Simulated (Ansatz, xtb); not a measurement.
**C5H9ClO2: which of two isomers lies lower**

We compare a, `CO[C@@H]1OCC[C@H]1Cl`, a singlet, with b, `CO[C@@H]1COC[C@@H]1Cl`, a singlet. Both are isolated molecules in the gas phase, relaxed with r2SCAN-D4/def2-SVP, each in the lowest conformer that the search found.

Question: Estimate which is lower in electronic energy at CCSD(T)/def2-SVP + ΔMP2/def2-TZVPP, and by roughly how much.

Answer: The CCSD(T)/def2-SVP + ΔMP2/def2-TZVPP calculation puts structure a lower, by 48.1 kJ/mol.

How the difference moves with the method:

| level | geometry | E(b) − E(a) (kJ/mol) | departure from the last row (kJ/mol) | job, with rough time for the two |
| --- | --- | --- | --- | --- |
| r2SCAN-D4/def2-SVP | r2SCAN-D4/def2-SVP | +48.7 | +0.6 | optimisation, 2.1 min |
| HF/def2-SVP | r2SCAN-D4/def2-SVP | +49.9 | +1.9 | part of the CCSD(T) run |
| MP2/def2-SVP | r2SCAN-D4/def2-SVP | +52.4 | +4.3 | part of the CCSD(T) run |
| CCSD(T)/def2-SVP | r2SCAN-D4/def2-SVP | +50.4 | +2.3 | single point |
| CCSD(T)/def2-SVP + ΔMP2/def2-TZVPP | r2SCAN-D4/def2-SVP | +48.1 |  | single point, 4.4 min |

As drawn, both hold the same kinds of bond in the same numbers.

The levels shown agree on the order. The largest departure from CCSD(T)/def2-SVP + ΔMP2/def2-TZVPP is that of MP2/def2-SVP, 4.3 kJ/mol. Levels run at GFN2-xTB geometries aren't shown. The last row adds to CCSD(T) the change of the MP2 difference between the two basis sets, here −2.3 kJ/mol.

With thermal terms from frequencies at re-optimised GFN2-xTB minima (ideal gas, soft modes damped towards free rotors, one conformer each, 298.15 K, 1 atm): the zero-point term adds +0.4 kJ/mol; ΔH is +48.0 and ΔG +50.1 kJ/mol.

The correlated steps freeze 12 core orbitals. Codes used: Ansatz 0.2.0, xtb 6.7.1; the last row on 2 threads of Intel(R) Xeon(R) Processor @ 2.70GHz on a shared host.
